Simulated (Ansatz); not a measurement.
Geometry optimisation, RKS B3LYP/def2-SVP in Ansatz.

The input (input.yaml):

```yaml
crystal:
  periodic: [false, false, false]
  atoms:
    - { symbol: B, position_ang: [0.0, 0.0, 0.0] }
    - { symbol: F, position_ang: [0.0, 0.0, 1.67] }
    - { symbol: H, position_ang: [1.0305, 0.0, -0.595] }
    - { symbol: Cl, position_ang: [-1.6108, 0.0, -0.93] }
    - { symbol: O, position_ang: [-0.219, -1.6079, 0.5392] }
    - { symbol: H, position_ang: [-0.6224, -2.1606, -0.2037] }
    - { symbol: H, position_ang: [-0.1387, -1.0182, 1.5024] }
basis:
  gaussian: { orbitals: def2-SVP }
hamiltonian:
  xc: b3lyp
relax:
  f_tol: 0.15
  max_steps: 25
  restrain:
    - { distance: [0, 4], at: 2.61, k: 30.0 }
    - { distance: [6, 1], at: 2.12, k: 30.0 }
    - { distance: [0, 1], at: 1.32, k: 30.0 }
    - { distance: [6, 4], at: 1.01, k: 30.0 }
output:
  orbitals: {}
```

Launched with:

```bash
$ ansatz run input.yaml --threads 1 --pin off --max-ram 2048MiB --backend cpu --events-out ev --progress --plain --runs-dir out
```

Where does it end, and by what steps?

The forces met the threshold. The restraints hold the end off the free minimum; the threshold counts their pulls, which the force column leaves out. Restrained pairs: B1–O5 (1.71 → 2.60 Å), F2–H7 (1.04 → 2.13 Å), B1–F2 (1.67 → 1.32 Å), O5–H7 (1.13 → 0.99 Å). After 8 steps the energy has fallen by 2.666 eV (the restraints' own energy left out); H7 moved furthest, 0.67 Å.

| step | energy less start (eV) | largest force component (eV/Å) | accepted |
| --- | --- | --- | --- |
| 0 | 0.0000 | 5.207 | yes |
| 1 | -0.4119 | 3.555 | yes |
| 2 | -1.0656 | 2.749 | yes |
| 3 | -1.7923 | 2.109 | yes |
| 4 | -2.3349 | 1.265 | yes |
| 5 | -2.4432 | 2.475 | yes |
| 6 | -2.5889 | 1.667 | yes |
| 7 | -2.6535 | 0.628 | yes |
| 8 | -2.6664 | 0.628 | yes |

```xyz
7
Properties=species:S:1:pos:R:3
B 0.020 0.339 -0.037
F -0.102 0.435 1.278
H 1.094 0.362 -0.558
Cl -1.456 0.398 -1.003
O -0.024 -2.189 0.583
H -0.915 -2.446 0.303
H -0.178 -1.685 1.416
```

Run time: 32 s on 1 thread of Arm Neoverse V1 (shared host), peak memory 0.16 GiB.
